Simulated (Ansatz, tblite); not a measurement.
Cost and result up the ladder for the cluster Al3B⁻ (4 atoms). Total charge -1; doublet. Geometry: B3LYP-D4/def2-TZVPD.

```xyz
4

B     0.079   -0.174   -0.198
Al   -1.910   -0.515   -0.591
Al    0.545   -0.660    1.660
Al    1.286    1.349   -0.871
```

Ansatz on 4 threads of Arm Neoverse V1 on a shared host; xTB runs through tblite on one thread. Times are rough, summed over both states, and most runs start from the orbitals of an earlier one. RPA@PBE/def2-TZVPD serves as the yardstick here, not as an exact answer. The other state is a quartet at its own geometry, which has other bonds, so the gap mixes isomer and spin.

The xTB rows come from tblite. Correlated methods freeze 16 core orbitals. The structure comes from a short search, and lower isomers may exist.

Run but left out: HF/STO-3G (doublet: a determinant that CCSD turns far, T1 0.116); HF/def2-TZVPD, HF/def2-TZVPPD, PBE-QIDH/def2-TZVPD, MP2/def2-TZVPD, MP2/def2-TZVPPD, CCSD/def2-TZVPPD, CCSD(T)/def2-TZVPPD (doublet: ⟨S²⟩ 0.93 to 1.43, where a pure state has 0.75).

Correlated methods converge slowly with the basis.

xTB has no spin-polarisation term.

```csv
level,functions,wall time,quartet − doublet (eV),difference from RPA@PBE/def2-TZVPD (eV),remarks
GFN2-xTB,31,0.013 s,0.60,0.31,–
RPA@PBE/def2-TZVPD,166,6.8 s,0.30,0.00,–
PBE-D4/def2-TZVPD (with forces),166,6.9 s,0.21,-0.09,HOMO above zero (quartet)
BLYP-D4/def2-TZVPD,166,8.9 s,0.63,0.33,"HOMO above zero (doublet), HOMO above zero (quartet)"
PBE0-D4/def2-TZVPD,166,11 s,0.18,-0.12,–
B2PLYP/def2-TZVPD,166,14 s,0.24,-0.06,spin-contaminated (⟨S²⟩ 0.83) (doublet)
r2SCAN-D4/def2-TZVPD,166,19 s,-0.02,-0.32,–
B97M-V/def2-TZVPD,166,19 s,0.20,-0.10,HOMO above zero (quartet)
r2SCANh-D4/def2-TZVPD,166,23 s,-0.01,-0.31,spin-contaminated (⟨S²⟩ 0.84) (doublet)
```
